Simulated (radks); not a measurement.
Values are calculated unless marked as measured or tabulated.
Charge is removed step by step from the 3s down level of Si, starting from [Ne] 3s(up 1, down 1) 3p2. Code: a radial shooting solver on a logarithmic mesh with Libxc functionals. Model: scalar-relativistic Kohn-Sham, PBEsol, spin-polarised, spherical densities, point nucleus; open shells are filled with parallel spins first.

| removed (e) | E - E(0) (eV) | eigenvalue (eV) |
|---|---|---|
| 0 | 0.000 | -9.656 |
| 0.25 | 2.634 | -11.432 |
| 0.5 | 5.720 | -13.260 |
| 0.75 | 9.268 | -15.142 |

The mean slope of the eigenvalue, de/dn, is 7.31 eV per electron.
